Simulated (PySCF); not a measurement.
Job file and geometry (Å, from GFN2-xTB) of an NMR shielding run on `InChI=1S/C5H5S.Al.2H/c1-5-2-3-6-4-5;;;/h2-3H,1H3;;;`, PySCF 2.14.0, density-fitted response routines, GIAO PBE0/pcSseg-1 NMR shielding, non-relativistic, gas phase; density fitting, a coarse starting grid and PySCF grid level 2 are the driver's defaults:

```
$ OMP_NUM_THREADS=1 python probes_run.py task.json out

{"job": {"kind": "nmr", "xc": "PBE0", "basis": "pcSseg-1"}, "charge": 0, "multiplicity": 1}
C      0.184666     1.631569    -0.410773
C     -0.392977     0.296770    -0.072364
C     -1.776761     0.013386    -0.029619
C     -2.035966    -1.278751     0.300682
S     -0.600754    -2.180326     0.564340
C      0.411400    -0.786109     0.228315
Al     2.376398    -0.817652     0.245601
H      1.278723     1.574223    -0.356816
H     -0.164354     2.394627     0.284714
H     -0.103480     1.932018    -1.417747
H     -2.540958     0.744403    -0.229931
H     -2.988091    -1.761391     0.403304
H      3.157926    -1.354489     1.471250
H      3.193548    -0.408752    -1.003123
```

Question: What does the program print?

Answer: 
```
coarse grid: 13024 points
cycle   1  E = -834.7145497035  dE =  9.546e-01  |g| = 3.890e-01  |ddm| = 3.710e+00
cycle   2  E = -834.6849784932  dE =  2.957e-02  |g| = 5.073e-01  |ddm| = 9.820e-01
cycle   3  E = -834.7535598503  dE = -6.858e-02  |g| = 1.108e-01  |ddm| = 6.822e-01
cycle   4  E = -834.7568508844  dE = -3.291e-03  |g| = 3.467e-02  |ddm| = 1.637e-01
cycle   5  E = -834.7571307434  dE = -2.799e-04  |g| = 1.177e-02  |ddm| = 4.091e-02
cycle   6  E = -834.7571641062  dE = -3.336e-05  |g| = 3.735e-03  |ddm| = 1.497e-02
cycle   7  E = -834.7571671711  dE = -3.065e-06  |g| = 1.350e-03  |ddm| = 4.679e-03
final grid: 117280 points
cycle   8  E = -834.8006706887  dE = -1.889e-05  |g| = 8.893e-03  |ddm| = 3.217e-02
cycle   9  E = -834.8006399520  dE =  3.074e-05  |g| = 1.368e-02  |ddm| = 2.347e-02
cycle  10  E = -834.8006906813  dE = -5.073e-05  |g| = 1.790e-03  |ddm| = 1.657e-02
cycle  11  E = -834.8006915170  dE = -8.357e-07  |g| = 3.512e-04  |ddm| = 1.942e-03
cycle  12  E = -834.8006915471  dE = -3.009e-08  |g| = 1.122e-04  |ddm| = 4.684e-04
cycle  13  E = -834.8006915499  dE = -2.832e-09  |g| = 3.914e-05  |ddm| = 1.351e-04
cycle  14  E = -834.8006915502  dE = -2.872e-10  |g| = 1.962e-05  |ddm| = 4.984e-05
converged SCF energy = -834.8006915502

GIAO shielding tensors (ppm)
atom      isotropic    diamagn.    paramagn.     s11        s22        s33       span
  0 C      162.686     245.437     -82.752    147.628    154.822    185.607     37.979
  1 C       32.107     257.708    -225.601    -55.837     15.427    136.730    192.566
  2 C       55.363     250.450    -195.087    -26.205     46.615    145.680    171.884
  3 C       41.454     261.414    -219.960    -50.117     34.447    140.032    190.150
  4 S      242.870    1056.870    -814.000    105.898    257.993    364.719    258.820
  5 C       37.406     257.187    -219.781    -32.751     11.995    132.975    165.725
  6 Al     296.644     795.815    -499.170    225.439    266.389    398.105    172.667
  7 H       29.315      31.079      -1.764     23.475     30.588     33.881     10.405
  8 H       28.796      28.492       0.304     24.485     27.134     34.768     10.283
  9 H       28.723      28.528       0.195     24.327     26.859     34.984     10.657
 10 H       24.510      31.670      -7.160     21.460     24.993     27.078      5.618
 11 H       24.060      30.603      -6.542     21.583     23.612     26.986      5.403
 12 H       26.117      28.646      -2.528     23.402     24.617     30.334      6.932
 13 H       25.944      28.945      -3.000     23.193     24.945     29.695      6.501
```

Size and cost of the density-fitted run: 168 basis functions, 38 s wall time on 1 thread of an Arm Neoverse N1, shared host; peak memory 0.75 GiB.
